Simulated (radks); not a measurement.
Task: All-electron atom: Nb2+ in [Ar] 3d10 4s2 4p5 4d4 (not the ground configuration). Method: scalar-relativistic Kohn-Sham, PBEsol, spin-polarised, spherical densities, finite nucleus; open shells are filled with parallel spins first (spin-orbit coupling, left out, can overturn this in heavy ions); Fermi nuclear charge, rms radius 4.324 fm; computed with a radial shooting solver on a logarithmic mesh with Libxc functionals. Some entries of the table are withheld. Estimate them.

| orbital | occ. | eigenvalue (eV) | <r> (bohr) | <r^2> (bohr^2) |
|---|---|---|---|---|
| 1s up | 1 | -18817.24 | 0.03611 | 0.001759 |
| 1s down | 1 | -18817.09 | 0.03611 | 0.001759 |
| 2s up | 1 | -2649.971 | 0.1581 | 0.02947 |
| 2s down | 1 | -2649.438 | 0.1581 | 0.02947 |
| 2p up | 3 | -2369.017 | 0.1378 | 0.02320 |
| 2p down | 3 | -2368.539 | 0.1378 | 0.02319 |
| 3s up | 1 | -458.9430 | 0.4435 | 0.2255 |
| 3s down | 1 | -458.5050 | 0.4434 | 0.2253 |
| 3p up | 3 | -367.1217 | 0.4460 | 0.2317 |
| 3p down | 3 | -366.6312 | 0.4458 | 0.2314 |
| 3d up | 5 | -216.8811 | 0.4331 | 0.2263 |
| 3d down | 5 | -216.2336 | 0.4326 | 0.2255 |
| 4s up | 1 | -78.9947 | 1.151 | 1.501 |
| 4s down | 1 | -75.3900 | 1.144 | 1.484 |
| 4p up | 3 | -54.8728 | 1.282 | 1.880 |
| 4p down | 2 | -51.0379 | 1.276 | 1.866 |
| 4d up | 4 | -21.4994 | 1.776 | (1) |
| 4d down | 0 | -17.6849 | 1.830 | (2) |

Result: 
(1) 4d up <r^2> (bohr^2): 3.729
(2) 4d down <r^2> (bohr^2): 4.005
